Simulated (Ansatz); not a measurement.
Geometry optimisation, RKS r2SCAN-D4/STO-3G in Ansatz.

Input:

```yaml
crystal:
  periodic: [false, false, false]
  atoms:
    - { symbol: C, position_ang: [-1.1885, -2.1708, 0.7977] }
    - { symbol: C, position_ang: [-0.003, -1.2901, 0.5575] }
    - { symbol: F, position_ang: [0.5221, -0.9869, 1.7473] }
    - { symbol: O, position_ang: [-0.2956, -0.0537, -0.0719] }
    - { symbol: C, position_ang: [0.7618, 0.7946, -0.2753] }
    - { symbol: Si, position_ang: [2.46755, 0.22911, 0.30828] }
    - { symbol: H, position_ang: [-1.9311, -1.5814, 1.4109] }
    - { symbol: H, position_ang: [-1.6927, -2.3432, -0.1685] }
    - { symbol: H, position_ang: [-0.9804, -3.0392, 1.3448] }
    - { symbol: H, position_ang: [0.7373, -1.8253, -0.0258] }
    - { symbol: H, position_ang: [0.83443, 0.95554, -1.38902] }
    - { symbol: H, position_ang: [0.53723, 1.75515, 0.17148] }
    - { symbol: H, position_ang: [2.89638, -1.08056, -0.32893] }
    - { symbol: H, position_ang: [2.44894, 0.00097, 1.77105] }
    - { symbol: H, position_ang: [3.44924, 1.27903, 0.00048] }
basis:
  gaussian: { orbitals: STO-3G }
hamiltonian:
  xc: r2scan
  dispersion: d4
relax:
  f_tol: 0.015
  max_steps: 40
```

Launched with:

```bash
$ ansatz run input.yaml --threads 1 --pin off --max-ram 2048MiB --backend cpu --events-out ev --progress --plain --runs-dir out
```

**Question.** Where does it end, and by what steps?

**Answer.** The forces met the threshold. Limits of this set-up: minimal basis. After 13 steps the energy has fallen by 1.363 eV; F3 moved furthest, 0.97 Å.

```
step  energy less start (eV)  largest force component (eV/Å)  accepted
   0                  0.0000                           5.728       yes
   1                 -1.0226                           1.689       yes
   2                 -1.1333                           0.519       yes
   3                 -1.1505                           0.137       yes
   4                 -1.1934                           0.392       yes
   5                 -1.2386                           0.726       yes
   6                 -1.2765                           0.728       yes
   7                 -1.3305                           0.243       yes
   8                 -1.3502                           0.157       yes
   9                 -1.3567                           0.098       yes
  10                 -1.3602                           0.076       yes
  11                 -1.3619                           0.054       yes
  12                 -1.3626                           0.032       yes
  13                 -1.3629                           0.013       yes
```

```xyz
15
Properties=species:S:1:pos:R:3
C -1.350 -2.091 0.880
C -0.043 -1.417 0.347
F 1.037 -1.628 1.235
O -0.321 0.017 0.245
C 0.877 0.652 -0.352
Si 2.530 0.419 0.573
H -1.648 -1.624 1.829
H -2.156 -1.960 0.145
H -1.178 -3.164 1.040
H 0.243 -1.849 -0.659
H 0.990 0.324 -1.409
H 0.628 1.729 -0.379
H 3.212 -0.798 0.197
H 2.372 0.514 2.006
H 3.373 1.520 0.154
```

Time of the run: 48 s on 1 thread of Intel(R) Xeon(R) 6975P-C (Granite Rapids) (shared host), peak memory 0.19 GiB.
